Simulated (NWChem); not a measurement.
CH7GeN; SMILES C[NH][GeH3]

Program: NWChem. Pople sets run with spherical d functions. The geometry was optimised at PBE0/def2-SVP.

Q: What does the run give for LC-wPBE (HJS exchange hole, range parameter 0.4 per bohr)/6-31G*? Quantities: highest occupied level (eV); orbital gap (eV); dipole (D).

A: 
```json
{
  "highest occupied level (eV)": "-9.09",
  "orbital gap (eV)": "12.12",
  "dipole (D)": "0.90"
}
```
